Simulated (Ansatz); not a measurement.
The pair A = H2S (SMILES S) (first 3 atoms), B = CH2O2 (SMILES O=CO); geometry from B3LYP-D3(BJ)/def2-TZVP.
(charge 0, multiplicity 1):
```xyz
8

S      0.17159     0.50637    -0.42564
H      0.09049    -0.71358     0.13820
H     -1.15546     0.57070    -0.62406
O     -0.20787    -1.39423     2.45421
C     -0.22292    -0.46165     3.21363
O     -0.10716     0.82344     2.87770
H     -0.33682    -0.55660     4.30164
H     -0.00523     0.89422     1.90147
```

Cores are frozen in the correlated methods. MP2 and its Hartree–Fock in aug-cc-pV(Q+d)Z, aug-cc-pV(T+d)Z are density fitted.

Codes used: Ansatz (a program for electronic structure). Each number belongs to the level named beside it.

The counterpoise-corrected interaction energy is E(AB) − E(A in the pair's basis) − E(B in the pair's basis). Total energies (hartree):

| level | AB | A in the pair's basis | B in the pair's basis |
|---|---|---|---|
| HF/aug-cc-pV(T+d)Z | -587.5628857 | -398.7158176 | -188.8435779 |
| MP2/aug-cc-pV(T+d)Z | -588.4068743 | -398.9115846 | -189.4864934 |
| HF/aug-cc-pV(Q+d)Z | -587.5785300 | -398.7191345 | -188.8559219 |
| MP2/aug-cc-pV(Q+d)Z | -588.4771525 | -398.9280601 | -189.5399095 |
| MP2/aug-cc-pV(D+d)Z | -588.1942449 | -398.8603371 | -189.3263186 |
| CCSD(T)/aug-cc-pV(D+d)Z | -588.2523709 | -398.8895287 | -189.3558177 |

Question: Work out the counterpoise-corrected interaction energy at the basis-set limit: extrapolate the MP2 correlation part as X⁻³, take Hartree–Fock from the larger set, and add the CCSD(T) − MP2 difference of aug-cc-pV(D+d)Z.

Answer: 
1. Differences (1 hartree = 627.509 kcal/mol): HF/aug-cc-pV(T+d)Z -2.190; MP2/aug-cc-pV(T+d)Z -5.520; HF/aug-cc-pV(Q+d)Z -2.180; MP2/aug-cc-pV(Q+d)Z -5.762; MP2/aug-cc-pV(D+d)Z -4.762; CCSD(T)/aug-cc-pV(D+d)Z -4.408.
2. Correlation parts, MP2 less HF: -3.330 in aug-cc-pV(T+d)Z (X = 3), -3.583 in aug-cc-pV(Q+d)Z (X = 4).
3. Limit (4³·(-3.583) − 3³·(-3.330))/(4³ − 3³) = -3.767; with HF/aug-cc-pV(Q+d)Z it gives -5.947.
4. CCSD(T) less MP2 in aug-cc-pV(D+d)Z: 0.354.
Result: -5.59 kcal/mol, against -5.52 at MP2/aug-cc-pV(T+d)Z. It is an estimate of this method's limit, not of the exact value.
